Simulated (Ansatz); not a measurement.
`C[O][ZnH]` + `O[SiH3]` → `[SiH3][O][ZnH]` + CH₃OH at 298.15 K and 1 bar (ligand exchange at a Zn–O bond).

Computed with Ansatz on PBE0-D4/def2-TZVP structures; ΔE is electronic, products minus reactants. CCSD(T)/CBS is the MP2 limit (def2-TZVPP, def2-QZVPP) plus CCSD(T) − MP2 in def2-TZVPP, frozen cores. This one scheme is used for every species. For Zn outer-core shells are correlated without core-valence functions, which leaves a few kJ/mol of doubt a bond. Scalar relativity is left out up to krypton.

```tsv
species	CCSD(T)/CBS energy (Eh)	H − E (kJ/mol)	S (J/(mol·K))
`C[O][ZnH]`	-1893.99751	140.1	300.0
`O[SiH3]`	-366.69042	113.6	257.8
`[SiH3][O][ZnH]`	-2145.08513	110.2	331.4
CH₃OH	-115.61712	146.3	238.2
```

H − E and S are ideal-gas, rigid-rotor, harmonic terms from PBE0-D4/def2-TZVP, for one conformer and one mirror image of each species. 1 Eh = 2625.50 kJ/mol, R = 8.31446 J/(mol·K).

Question: By hand: ΔE, ΔH, ΔS and ΔG.

Answer: ΔE = (-2145.08513) + (-115.61712) − (-1893.99751) − (-366.69042) = -0.01432 Eh = -37.6 kJ/mol. Δ(H − E) = 110.2 + 146.3 − 140.1 − 113.6 = 2.8, so ΔH = -34.8 kJ/mol. ΔS = 331.4 + 238.2 − 300.0 − 257.8 = 11.8 J/(mol·K). ΔG = -34.8 − 298.15 × (11.8)/1000 = -38.3 kJ/mol.

Question: By hand: the equilibrium constant, and the temperature at which ΔG would vanish if ΔH and ΔS stayed fixed.

Answer: log₁₀ K = −ΔG/(RT ln 10) = 6.7. ΔH and −TΔS have one sign here, so there is no such temperature.

The number of gas molecules stays the same, so ΔS is small and ΔH decides. A doubt of 5 kJ/mol in ΔE shifts log₁₀ K by 0.9 here. Other conformers and mirror images would add mixing entropy, several J/(mol·K) or more a flexible species. Modes under 60 cm⁻¹, often nearly free rotors, make the harmonic entropy too high. These are equilibria of isolated gas molecules and say nothing of rates. Largest T1 diagnostic: 0.017 (customary marks: 0.02 for closed shells, 0.045 for open ones).

ΔS is within the doubt of such terms, so its sign, and with it that verdict, could turn.
